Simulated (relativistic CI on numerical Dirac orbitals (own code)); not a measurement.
Method of calculation: Dirac-Coulomb-Breit CI, separate exchange-only KLI orbitals for each configuration, model QED, unscaled Slater integrals (own radial code, finite nucleus).

CI space (outside the closed core [Ar] 3d10): 4s2 4p6 4d10 4f13, 4s2 4p6 4d10 4f12 5s, 4s2 4p6 4d10 4f11 5s2, 4s2 4p6 4d10 4f12 5p, 4s2 4p6 4d10 4f11 5s 5p, 4s2 4p6 4d9 4f14, 4s2 4p6 4d10 4f11 5p2, 4s2 4p6 4d10 4f11 5s 5d, 4s2 4p6 4d10 4f12 5d, 4s2 4p6 4d10 4f11 5p 5d, 4s2 4p6 4d9 4f12 5s2, 4s2 4p6 4d10 4f12 5f, 4s2 4p6 4d10 4f12 6s, 4s2 4p5 4d10 4f14, 4s2 4p6 4d10 4f11 5d2, 4s2 4p6 4d9 4f13 5s, 4s2 4p6 4d9 4f12 5s 5p, 4s2 4p6 4d10 4f12 6p, 4s2 4p6 4d9 4f12 5p2, 4s2 4p6 4d10 4f12 5g, 4s2 4p6 4d9 4f13 5p, 4s2 4p6 4d10 4f12 6d, 4s 4p6 4d10 4f14, 4s2 4p6 4d10 4f12 6f, 4s2 4p6 4d8 4f14 5s, 4s2 4p6 4d10 4f12 7s, 4s2 4p6 4d10 4f12 7p, 4s2 4p5 4d10 4f12 5s2, 4s2 4p6 4d8 4f13 5s2, 4s2 4p6 4d8 4f14 5p, 4s2 4p6 4d8 4f14 5d, 4s2 4p5 4d10 4f13 5s, 4s2 4p5 4d9 4f14 5s, 4s 4p6 4d10 4f13 5s. Levels of other configurations are missing.

At this charge transitions that keep the count of f electrons are usually good to a few per cent. Terms inside the open d or f shell come out 10 to 20 % too wide with unscaled integrals. Levels that differ in their count of f electrons can be misplaced by several ten thousand cm⁻¹, since the correlation energy of f electrons is missing or only estimated; rates across such gaps can be off by orders of magnitude.

Outline of the computed level scheme of Tl XXIII. Lowest level of each configuration: 4s2 4p6 4d10 4f13 2F°_7/2 at 0.000 eV; 4s2 4p6 4d10 4f12 5s 4H_13/2 at 43.042 eV; 4s2 4p6 4d10 4f12 5p 4G°_11/2 at 90.799 eV; 4s2 4p6 4d10 4f11 5s2 4I°_15/2 at 93.445 eV.

Some strong electric-dipole decays among the lowest 45 levels: 4s2 4p6 4d10 4f12 5p 4G°_11/2 → 4s2 4p6 4d10 4f12 5s 4H_13/2 (1.7e+10 s⁻¹); 4s2 4p6 4d10 4f12 5p 2F°_7/2 → 4s2 4p6 4d10 4f12 5s 4F_9/2 (1.6e+10 s⁻¹); 4s2 4p6 4d10 4f12 5p 4P°_3/2 → 4s2 4p6 4d10 4f12 5s 4P_5/2 (1.6e+10 s⁻¹); 4s2 4p6 4d10 4f12 5p 2D°_3/2 → 4s2 4p6 4d10 4f12 5s 4F_5/2 (1.4e+10 s⁻¹); 4s2 4p6 4d10 4f12 5p 4G°_9/2 → 4s2 4p6 4d10 4f12 5s 2H_11/2 (1.4e+10 s⁻¹); 4s2 4p6 4d10 4f12 5p 2I°_13/2 → 4s2 4p6 4d10 4f12 5s 4H_11/2 (1.4e+10 s⁻¹); 4s2 4p6 4d10 4f12 5p 2G°_9/2 → 4s2 4p6 4d10 4f12 5s 2G_7/2 (1.3e+10 s⁻¹); 4s2 4p6 4d10 4f12 5p 4I°_11/2 → 4s2 4p6 4d10 4f12 5s 4H_9/2 (1.2e+10 s⁻¹).

LS names give the leading component of a level, which can be under half, so a name can repeat, a term be missing and a line seem to break the LS rules.
